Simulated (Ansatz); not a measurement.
Program: Ansatz. Geometries: PBE0-D4/def2-TZVP. ΔE: electronic, gas phase. CBS: MP2 limit from def2 TZ/QZ plus the TZ coupled-cluster correction, frozen cores. This one scheme is used for every species. One conformer a species, not always the lowest.

Reaction (formal hydrolysis of the Si–Si bond): `CO[SiH2][Si](O)(O)F` + H₂O → `O[Si](O)(O)F` + `CO[SiH3]`

```json
{"species": "`CO[SiH2][Si](O)(O)F`", "MP2/CBS(def2) energy (Eh)": "-945.85700"}
{"species": "H₂O", "MP2/CBS(def2) energy (Eh)": "-76.36589"}
{"species": "`O[Si](O)(O)F`", "MP2/CBS(def2) energy (Eh)": "-616.40019"}
{"species": "`CO[SiH3]`", "MP2/CBS(def2) energy (Eh)": "-405.87372"}
```

Q: Work out ΔE.

A: ΔE = (-616.40019) + (-405.87372) − (-945.85700) − (-76.36589) = -0.05102 Eh = -32.0 kcal/mol. CCSD(T)/CBS gives -30.9 kcal/mol.

Largest T1 diagnostic among the species: 0.012.

From PBE to PBE0 (25 % exact exchange), in def2-TZVPP and without D4, ΔE moves by −2.7 kcal/mol. The D4 term adds +1.8 kcal/mol with B3LYP and +1.1 kcal/mol with PBE0; it sums over pairs of atoms, weighted by their polarisabilities, and B3LYP, whose exchange is more repulsive, gets the larger term. In def2-TZVPP, CCSD(T) changes the Hartree–Fock value by +6.6 kcal/mol (the triples alone add +1.0 kcal/mol) and MP2 by +5.5 kcal/mol.

B3LYP here is the variant with VWN-RPA as its local correlation; programs differ in this.
